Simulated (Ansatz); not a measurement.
Li9⁺ (the lowest singlet isomer of a short search). The state is a singlet with charge 1. Geometry PBE0/def2-TZVP, basis def2-TZVP, Ansatz.

```xyz
9

Li   -1.319   -1.621    1.624
Li    0.002    0.000    0.001
Li   -2.541    0.090   -0.725
Li    1.897   -1.666    0.794
Li    2.304    1.274   -0.279
Li    0.156    0.745   -2.533
Li   -0.254   -2.194   -1.457
Li    0.489    0.834    2.465
Li   -0.733    2.539    0.111
```

| run | HOMO (eV) | LUMO (eV) |
| --- | --- | --- |
| A | -8.40 | -3.13 |
| B | -6.57 | -4.65 |
| C | -6.90 | -4.51 |
| D | -8.07 | -3.24 |
| E | -6.37 | -4.82 |
| F | -8.27 | -3.08 |

LC-ωPBE has ω = 0.4 bohr⁻¹. The structure comes from a short search, and lower isomers may exist.

Question: The runs used LC-ωPBE, PBE0, r2SCAN, r2SCANh, ωB97M-V, ωB97X-V. Estimate which is which.

Answer: A LC-ωPBE (range-separated); B r2SCANh (10 % exact exchange); C PBE0 (25 % exact exchange); D ωB97M-V (range-separated); E r2SCAN (0 % exact exchange); F ωB97X-V (range-separated). Exact exchange lowers occupied and raises empty levels; among semilocal functionals meta-GGAs tend to open the gap a little, and such runs are hard to tell apart. The gap grows from 1.55 eV (r2SCAN) to 5.27 eV (LC-ωPBE). The restricted singlet is unstable towards broken spin symmetry in Hartree–Fock (as tested in another run); at LC-ωPBE/def2-TZVP, r2SCANh/def2-TZVP, PBE0/def2-TZVP, ωB97M-V/def2-TZVP and others this wasn't settled.
